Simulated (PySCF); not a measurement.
# Electronic absorption of C4H7NSi

Compound: C4H7NSi.
SMILES: `C#C/C=N/C[SiH3]`

Level of theory: TDDFT PBE0/def2-SVPD, vertical, gas phase, core orbitals frozen in the response (PySCF 2.14.0, density-fitted response routines). Isolated species at its GFN2-xTB geometry (one conformer only). Torsions of this conformer, `[CH:1]#[C:2]/[CH:3]=[N:4]/[CH2:5][SiH3:6]`: C3–N4–C5–Si6 106°.

Task: Predict the UV-vis stick spectrum at this level.

Result: 

```json
{"state": "S1", "E (eV)": "4.43", "λ (nm)": "280.0", "f": "0.0041", "|μ| (D)": "0.50", "main configurations (H = HOMO, L = LUMO)": "H-1→L (86%), H→L (13%)"}
{"state": "S2", "E (eV)": "5.20", "λ (nm)": "238.5", "f": "0.0007", "|μ| (D)": "0.18", "main configurations (H = HOMO, L = LUMO)": "H-2→L (98%)"}
{"state": "S3", "E (eV)": "5.42", "λ (nm)": "228.8", "f": "0.470", "|μ| (D)": "4.78", "main configurations (H = HOMO, L = LUMO)": "H→L (78%), H-1→L (12%)"}
{"state": "S4", "E (eV)": "6.42", "λ (nm)": "193.0", "f": "0.0023", "|μ| (D)": "0.31", "main configurations (H = HOMO, L = LUMO)": "H→L+2 (51%), H→L+1 (36%)"}
{"state": "S5", "E (eV)": "6.81", "λ (nm)": "182.0", "f": "0.097", "|μ| (D)": "1.94", "main configurations (H = HOMO, L = LUMO)": "H-3→L (71%)"}
{"state": "S6", "E (eV)": "6.87", "λ (nm)": "180.4", "f": "0.028", "|μ| (D)": "1.04", "main configurations (H = HOMO, L = LUMO)": "H→L+1 (38%), H-1→L+1 (31%), H→L+2 (12%)"}
{"state": "S7", "E (eV)": "7.01", "λ (nm)": "176.8", "f": "0.011", "|μ| (D)": "0.63", "main configurations (H = HOMO, L = LUMO)": "H-1→L+1 (59%), H→L+2 (17%), H→L+1 (16%)"}
{"state": "S8", "E (eV)": "7.29", "λ (nm)": "170.0", "f": "0.014", "|μ| (D)": "0.70", "main configurations (H = HOMO, L = LUMO)": "H-1→L+2 (78%), H-4→L (10%)"}
```

Triplets (Tamm–Dancoff): T1 3.44 eV, H→L (94%); T2 3.68 eV, H-1→L (96%); T3 4.84 eV, H-2→L (91%).

The lowest singlet comes at 280 nm (427 kJ/mol) in the ultraviolet; it is very weak; its leading configuration is HOMO-1→LUMO (86%). The strongest level in the table is S3 at 5.42 eV (229 nm, f = 0.470). Löwdin shares by element: HOMO carbon 50% or more, nitrogen 22% (atoms not listed hold the other 28%); LUMO carbon 53% or more, nitrogen 29% (atoms not listed hold the other 18%). The listed states span 2.87 eV, and the widest gap between neighbours is 1.00 eV (S3 to S4). Weighted by f, the mean energy of these states is 5.76 eV. Of the 8 states listed, 5 reach f = 0.01 and none stays under 0.0005. Only the lowest 8 singlets were computed, as vertical energies without vibronic structure.
